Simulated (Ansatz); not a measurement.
Ansatz (a quantum-chemistry and plane-wave program) input (CCSD(T)/6-31G):

Ansatz 0.2 input:
```yaml
crystal:
  periodic: [false, false, false]
  atoms:
    - {symbol: C, position_ang: [2.88887782, -0.12196154, 0.02848622]}
    - {symbol: C, position_ang: [1.50410566, -0.00348332, -0.57444304]}
    - {symbol: O, position_ang: [0.54113885, -0.07019006, 0.47019008]}
    - {symbol: Ge, position_ang: [-1.19387368, 0.04425519, 0.04858533]}
    - {symbol: H, position_ang: [2.99266576, -1.06981594, 0.55834154]}
    - {symbol: H, position_ang: [3.06511891, 0.68818671, 0.73739062]}
    - {symbol: H, position_ang: [3.65117070, -0.07385413, -0.75232466]}
    - {symbol: H, position_ang: [1.41124385, 0.94568645, -1.11980203]}
    - {symbol: H, position_ang: [1.33877550, -0.81268506, -1.29888868]}
    - {symbol: H, position_ang: [-1.92854761, -0.06196239, 1.38877775]}
    - {symbol: H, position_ang: [-1.45504820, 1.39549588, -0.64925841]}
    - {symbol: H, position_ang: [-1.55843282, -1.11302797, -0.90474658]}
basis:
  gaussian:
    orbitals: 6-31G
magnetization: {spin_polarized: false}
correlation: {method: ccsd_t, electrons: outside_noble_gas}
```

End of the output:

```
integrals: 0.06 GiB planned
837 factors; integrals over basis functions are off by at most 4.2e-4 eV
1.25 GiB of device memory are held for the factors and their scratch space
mean field: 0.31 GiB planned
mean field evaluation 1: about -60684.2515 eV, gradient 3.3e1 eV
mean field evaluation 2: about -60684.3563 eV, gradient 3.3e1 eV
mean field evaluation 4: about -60686.9222 eV, gradient 3.2e0 eV
mean field evaluation 8: about -60686.9533 eV, gradient 1.3e-1 eV
mean field evaluation 16: about -60686.0194 eV, gradient 2.1e1 eV
mean field -60686.95335099 eV, -2230.2044005546 hartree, gradient 2.0e-6 eV, S^2 0.000000; 0 other end points of the search recorded, 0 dependent functions left out
17 core orbitals not correlated
reference -60686.95335099 eV, -2230.2044005546 hartree; 13, 13 occupied and 42, 42 virtual orbitals, 837 factors
second order -9.91804208 eV of doubles, -0.00000000 eV of singles
coupled cluster: 0.45 GiB planned
cycle   1  -10.55611105 eV  change   -6.4e-1 eV  update   9.3e-2
cycle   2  -10.98212082 eV  change   -4.3e-1 eV  update   3.0e-2
cycle   3  -11.10592577 eV  change   -1.2e-1 eV  update   1.4e-2
cycle   4  -11.10617712 eV  change   -2.5e-4 eV  update   2.6e-3
cycle   5  -11.10686960 eV  change   -6.9e-4 eV  update   9.5e-4
cycle   6  -11.10708569 eV  change   -2.2e-4 eV  update   2.9e-4
cycle   7  -11.10696007 eV  change    1.3e-4 eV  update   1.1e-4
cycle   8  -11.10694029 eV  change    2.0e-5 eV  update   3.6e-5
cycle   9  -11.10694654 eV  change   -6.3e-6 eV  update   1.2e-5
perturbative correction -0.23234814 eV, -0.0085386366 hartree
Total energy: -60698.29264568 eV, -2230.6211119482 hartree
```
